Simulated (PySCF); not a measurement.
Nb(F)5 anion (F₅Nb), SMILES [F][Nb]([F])([F])([F])[F] (connectivity only; charge and spin as stated), charge -1, multiplicity 2.

Geometry optimised at PBE0-D3(BJ)/def2-SVPD. The spin state was assumed, not searched. The isomer is the one that the SMILES or the coordinates give; other isomers of the formula were not compared. The def2 effective core potentials stand for the cores of Nb; spin–orbit coupling is left out.

Two levels are set side by side: PBE/def2-SVPD (PySCF) and ωB97X/def2-SVPD (PySCF). Same geometry, gas phase. Differences are taken from unrounded values.

```tsv
quantity	PBE
α-spin orbital gap (eV)	0.40
β-spin orbital gap (eV)	6.11
mean polarisability (bohr³)	51.8
```

Problem. These are the PBE values. What does ωB97X give? (The exact figures need the calculation; the answer reports its results.)

Solution. 
```tsv
quantity	ωB97X	PBE minus ωB97X
α-spin orbital gap (eV)	8.10	-7.70
β-spin orbital gap (eV)	13.61	-7.50
mean polarisability (bohr³)	45.9	5.9
```

Loosely held outer electrons make PBE densities more polarisable. Differences between two approximate levels are no errors against the true value.

Rough cost on one machine, each run with all the roots and properties that it gave: ωB97X against PBE within a factor of 2.
